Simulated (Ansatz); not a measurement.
Reaction: C2H2O (SMILES C#CO) → C2HO (SMILES [C]#CO, doublet) + H (doublet) (the C-H bond breaks)
Each species at its own B3LYP-D3(BJ)/def2-TZVP minimum (Ansatz, a quantum-chemistry and plane-wave program), one conformer.

Total energies in hartree (Ansatz). UHF or UKS for unpaired electrons; spin-orbit terms are left out. Cores are frozen in correlated methods. No relativity. Where a partner has so few electrons that a lower coupled-cluster level is exact, that level stands in.

```tsv
species	HF/cc-pVTZ	CCSD(T)/cc-pVTZ	HF/cc-pVQZ	CCSD(T)/cc-pVQZ	CCSDT(Q)/cc-pVTZ
1: C2H2O (SMILES C#CO)	-151.72785	-152.30357	-151.73904	-152.34972	-152.30516
2: C2HO (SMILES [C]#CO, doublet)	-151.05914	-151.59424	-151.07008	-151.63799	-151.59657
3: H (doublet)	-0.49981	-0.49981	-0.49995	-0.49995	-0.49981
```

Problem. Work out the bond dissociation energy (electronic) in kcal/mol: take Hartree-Fock from cc-pVQZ, extrapolate the CCSD(T) correlation energy as X^-3 (X = 3, 4), and add CCSDT(Q) - CCSD(T) in cc-pVTZ. 1 hartree = 627.51 kcal/mol.

Solution. 
Species 1: correlation (64·(-0.61068) - 27·(-0.57572))/37 = -0.63619; step -0.00159; E1 = -151.73904 + (-0.63619) + (-0.00159) = -152.37682
Species 2: correlation (64·(-0.56791) - 27·(-0.53510))/37 = -0.59185; step -0.00233; E2 = -151.07008 + (-0.59185) + (-0.00233) = -151.66426
Species 3: correlation (64·(0.00000) - 27·(0.00000))/37 = 0.00000; step +0.00000; E3 = -0.49995 + (0.00000) + (+0.00000) = -0.49995
-1·E1 +1·E2 +1·E3 = 0.21261 hartree = 133.4 kcal/mol.
